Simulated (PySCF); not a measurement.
## C₆ coefficients of unlike pairs at PBE0

Calculated with PySCF 2.14 from the dipole response of each species, C₆(A,B) = (3/π) ∫ α_A(iu) α_B(iu) du, in atomic units, from isotropic polarisabilities. For ions this is the dispersion term alone; charge-induced terms of lower order in 1/R come first.

```json
{"species": "Ge", "configuration": "[Ar] 3d10 4s2 4p2 (3P)", "basis": "aug-cc-pVQZ-PP with one added diffuse shell each of s, p, d, f, g type with ECP10MDF (8s7p6d4f3g)", "relativity": "core potential", "α (bohr³)": "43.59", "C₆ (like pair)": "378.4"}
{"species": "Cl⁺", "configuration": "[Ne] 3s2 3p4 (3P)", "basis": "dyall-acv3z (19s12p6d4f)", "relativity": "spin-free X2C", "α (bohr³)": "8.669", "C₆ (like pair)": "40.99"}
{"species": "Ne²⁺", "configuration": "[He] 2s2 2p4 (3P)", "basis": "aug-cc-pVTZ (5s4p3d2f)", "relativity": "none", "α (bohr³)": "0.8595", "C₆ (like pair)": "1.092"}
{"species": "Zn²⁺", "configuration": "[Ar] 3d10 (1S)", "basis": "aug-cc-pwCVTZ-PP with ECP10MDF (8s8p7d4f3g)", "relativity": "core potential", "α (bohr³)": "2.512", "C₆ (like pair)": "6.513"}
```

Q: Estimate C₆ for Ne²⁺ with Cl⁺.

A: The integral gives 5.927. The combination rule 2 C_A C_B / (C_A α_B/α_A + C_B α_A/α_B) gives 5.937 and the geometric mean 6.690.

No spin-orbit coupling is included.

The other pairs:

```json
{"pair": "Zn²⁺, Cl⁺", "C₆": "15.17"}
{"pair": "Cl⁺, Ge", "C₆": "113.4"}
{"pair": "Zn²⁺, Ge", "C₆": "37.70"}
{"pair": "Zn²⁺, Ne²⁺", "C₆": "2.651"}
{"pair": "Ne²⁺, Ge", "C₆": "14.04"}
```
